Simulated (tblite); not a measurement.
Q: Give a GFN2-xTB geometry of `C1=CC=C(C2=PC=CO2)C=C1`.

A: 
Z-matrix in Å and degrees, rows numbered from 1:
```
C 
C   1  1.3854
C   2  1.3811  1  120.37
C   3  1.3969  2  120.22  1    -0.08
C   4  1.4470  3  121.07  2  -179.97
O   5  1.3485  4  117.97  3    -0.00
C   6  1.3311  5  111.67  4   179.98
C   7  1.3552  6  115.68  5     0.00
P   5  1.7322  4  127.63  3   179.99
C   4  1.3966  3  118.97  2     0.00
C  10  1.3792  4  120.47  3     0.08
H   1  1.0798  2  120.11  3  -179.90
H   2  1.0802  1  119.97  3   179.99
H   3  1.0797  2  120.38  1   179.93
H   7  1.0762  6  115.58  5  -179.99
H   8  1.0736  7  124.29  6  -179.96
H  10  1.0813  4  118.81  3  -179.90
H  11  1.0799  1  119.98  2  -179.99
```

The 6-membered ring C1–C2–C3–C4–C10–C11 has internal angles of 119.0° to 120.5° (sum 720°, against 720° for a flat polygon); it is planar, 0.00 Å rms from its mean plane, widest ring torsion 0°. P9 (phosphorus bonded to 2 C) is bent (angle 87.4°). The 11 heavy atoms lie in one plane (0.000 Å rms). The 5-membered ring C5–O6–C7–C8–P9 has internal angles of 87.4° to 115.7°; it is planar, 0.00 Å rms from its mean plane, widest ring torsion 0°.

The geometry is computed with GFN2-xTB (gas phase).

Point group: Cs (every atom within 0.08 Å of its image). Its GFN2-xTB frequencies are all real (lowest 44 cm⁻¹). One conformer, not necessarily the lowest (C3–C4–C5–O6 0°).

On an Arm Neoverse V1 with one thread, no GPU (shared host), this took 0.27 s of wall time. This is the geometry optimisation.
